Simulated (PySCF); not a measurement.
PySCF 2.14 output of a UHF calculation on a single atom or ion in aug-cc-pwCVTZ-DK with one added diffuse shell each of s, p, d, f, g type (11s10p8d5f4g, 152 functions), with the spin-free X2C one-electron Hamiltonian (Gaussian nucleus):

```
SCF conv_tol = 1e-09
number electrons alpha = 10  beta = 9
cycle= 1 E= -762.370270067014  delta_E= -0.000218  |g|= 0.00358  |ddm|= 0.0109
cycle= 2 E= -762.370274486866  delta_E= -4.42e-06  |g|= 0.000813  |ddm|= 0.0102
cycle= 3 E= -762.370274820538  delta_E= -3.34e-07  |g|= 0.000128  |ddm|= 0.0102
cycle= 4 E= -762.370274832694  delta_E= -1.22e-08  |g|= 1.01e-05  |ddm|= 0.00434
cycle= 5 E= -762.370274832788  delta_E= -9.38e-11  |g|= 1.84e-06  |ddm|= 0.000496
converged SCF energy = -762.370274832788  <S^2> = 0.75005539  2S+1 = 2.0000554
```

The run itself started from symmetry-adapted Hartree-Fock orbitals and held the occupation by maximum overlap, so the iterations belong to that start.

**Question.** Which element, charge and spin multiplicity is this?

**Answer.** Sc(2+) (scandium, charge +2), multiplicity 2; the state was [Ar] 4p1, 2P determinant (an excited configuration).
